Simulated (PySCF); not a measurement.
C₂H₈GeSi.
Bonds: C1–C2 (double), C2–Ge3, Ge3–Si4. Hydrogens: H5, H6 on C1; H7 on C2; H8, H9 on Ge3; H10, H11, H12 on Si4.

A GFN2-xTB structure was refined with PBE0-D3(BJ)/def2-SVP geometry optimisation, gas phase in PySCF 2.14.0. Its GFN2-xTB values:

```tsv
coordinate	GFN2-xTB
C1=C2	1.336 Å
C1–H5	1.053 Å
C1–H6	1.095 Å
C2–Ge3	1.944 Å
C2–H7	1.076 Å
Ge3–Si4	2.368 Å
Ge3–H8	1.515 Å
Si4–H10	1.426 Å
C1–C2–H7	120.7°
C2–C1–H6	119.8°
C2–Ge3–Si4	115.5°
C2–Ge3–H8	107.1°
Ge3–Si4–H10	112.0°
Ge3–Si4–H11	108.8°
Si4–Ge3–H8	113.6°
H8–Ge3–H9	100.7°
```

Q: How do these coordinates change at the PBE0-D3(BJ)/def2-SVP level?

A: 
| coordinate | PBE0-D3(BJ)/def2-SVP (Å or °) | change |
| --- | --- | --- |
| Si4–H10 | 1.495 | +0.069 |
| C1–H5 | 1.096 | +0.043 |
| Ge3–H8 | 1.545 | +0.030 |
| C2–H7 | 1.098 | +0.022 |
| Ge3–Si4 | 2.384 | +0.016 |
| C2–Ge3 | 1.945 | +0.001 |
| C1–H6 | 1.096 | +0.001 |
| C1=C2 | 1.336 | 0.000 |
| H8–Ge3–H9 | 106.9 | +6.2 |
| C2–Ge3–Si4 | 110.5 | -5.0 |
| Si4–Ge3–H8 | 110.3 | -3.3 |
| C2–Ge3–H8 | 109.4 | +2.3 |
| C2–C1–H6 | 121.9 | +2.1 |
| C1–C2–H7 | 118.6 | -2.1 |
| Ge3–Si4–H10 | 110.0 | -2.0 |
| Ge3–Si4–H11 | 110.6 | +1.8 |

The energy falls by 3.9 kcal/mol over 6 energy and gradient evaluations, the largest force component goes from 0.0292 to 1.1e-04 Eh/bohr, and the atoms move by 0.075 Å rms after alignment. The bond that changes most is Si4–H10 (SiH3 silicon to Si–H hydrogen), which lengthens by 0.069 Å. Bonds longer at the end by more than 0.005 Å: 7 of 11; shorter: 0. Rotational constants go from 4837, 2363, 1646 to 4457, 2482, 1658 MHz.

The run used 118 basis functions and 36 SCF cycles in all. Hardware: one thread, Arm Neoverse V1 (aarch64), no GPU, shared host with 32 logical CPUs at a one-minute load of 15. Cost: 36 s, 0.50 GiB resident at most.

PBE0-D3(BJ)/def2-SVP frequencies: not computed here. One conformer, not necessarily the lowest.

The values belong to the conformer `[CH2:1]=[CH:2][GeH2:3][SiH3:4]`: C1–C2–Ge3–Si4 -2°.
